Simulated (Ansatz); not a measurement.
ClFH4O2Si2 (`O[Si](F)(Cl)O[SiH3]`). Total charge 0; spin multiplicity 1. Geometry: relaxed with PBE0-D4/def2-TZVP. It is one conformer, not always the lowest.

```xyz
10

O     1.248    1.576    1.539
Si   -0.053    0.749    1.062
F    -0.633   -0.110    2.258
Cl   -1.464    2.096    0.533
O     0.285   -0.253   -0.145
Si   -0.252   -1.101   -1.449
H     2.065    1.098    1.694
H    -1.130   -0.239   -2.277
H     0.937   -1.520   -2.226
H    -1.004   -2.294   -0.989
```

What is the dipole moment at ωB97M-V/def2-TZVPP? (An estimate is asked.)

The calculation gave: 2.18 D, with components (1.59, -1.16, -0.92) D in this frame, pointing from negative to positive charge.

And with PBE, r2SCAN, B3LYP? (Estimate.)

Ansatz gave: PBE 2.11 D, r2SCAN 2.17 D, B3LYP 2.18 D.

Give the Mulliken charges with ωB97M-V, PBE, B3LYP in def2-TZVPP. (Estimate.)

Ansatz gave: 
```tsv
atom	ωB97M-V	PBE	B3LYP
O1	-0.35	-0.32	-0.36
Si2	0.76	0.66	0.81
F3	-0.29	-0.25	-0.30
Cl4	-0.19	-0.20	-0.22
O5	-0.36	-0.27	-0.36
Si6	0.30	0.33	0.40
H7	0.19	0.20	0.20
H8	-0.02	-0.05	-0.06
H9	-0.02	-0.05	-0.06
H10	-0.02	-0.05	-0.06
```

B3LYP here is the variant with VWN-RPA as its local correlation; programs differ in this.
